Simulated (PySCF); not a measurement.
Isomers of C6H5FO2S, one GFN2-xTB conformer each. Single-point energies are computed at PBE0/pcSseg-1 (PySCF, gas phase, no added dispersion term), electronic only.

**Question.** Rank them by PBE0/pcSseg-1 energy, lowest first (kcal/mol).
A. `[CH3:1][O:2][c:3]1[cH:4][s:5][c:6]([C:7](=[O:8])[F:9])[cH:10]1` with C1–O2–C3–C4 0°, S5–C6–C7–O8 1°
B. `[O:1]=[S:2](=[O:3])([F:4])[c:5]1[cH:6][cH:7][cH:8][cH:9][cH:10]1` with O1–S2–C5–C6 22°
C. `[CH3:1][O:2][c:3]1[cH:4][cH:5][s:6][c:7]1[C:8](=[O:9])[F:10]` with C1–O2–C3–C4 -1°, S6–C7–C8–O9 0°

**Answer.** A (0.0), C (1.0), B (33.0).

As drawn, the lowest has a C=O bond, which the highest lacks; the highest has an S=O bond, which the lowest lacks. Neighbours under 2.5 kcal/mol apart (COc1csc(C(=O)F)c1 and COc1ccsc1C(=O)F) can change places with a better method, another conformer or zero-point energy. GFN2-xTB itself gives, in the same order: 9.8, 9.7, 0.0. GFN2-xTB puts O=S(=O)(F)c1ccccc1 lowest instead; measured from each level's own lowest isomer, the values differ by up to 33.0 kcal/mol (O=S(=O)(F)c1ccccc1: 0.0 against 33.0).

**Question.** Which frontier levels, dipoles and rotational constants go with these structures?

**Answer.** 
```json
{"SMILES": "COc1csc(C(=O)F)c1", "HOMO (eV, PBE0/pcSseg-1)": "-7.03", "LUMO (eV)": "-2.14", "dipole (D)": "5.63", "A, B, C (MHz)": "2624, 683.5, 544.1"}
{"SMILES": "COc1ccsc1C(=O)F", "HOMO (eV, PBE0/pcSseg-1)": "-7.06", "LUMO (eV)": "-1.88", "dipole (D)": "6.42", "A, B, C (MHz)": "1427, 1217, 659.7"}
{"SMILES": "O=S(=O)(F)c1ccccc1", "HOMO (eV, PBE0/pcSseg-1)": "-8.42", "LUMO (eV)": "-1.83", "dipole (D)": "5.34", "A, B, C (MHz)": "2633, 837.9, 737.4"}
```

**Question.** As an exercise, what shares would exp(−E/RT) give at 500 K from these electronic energies alone (no entropy, no degeneracies)?

**Answer.** RT = 0.994 kcal/mol: COc1csc(C(=O)F)c1 74.1 %, COc1ccsc1C(=O)F 25.9 %, O=S(=O)(F)c1ccccc1 under 0.1 %.
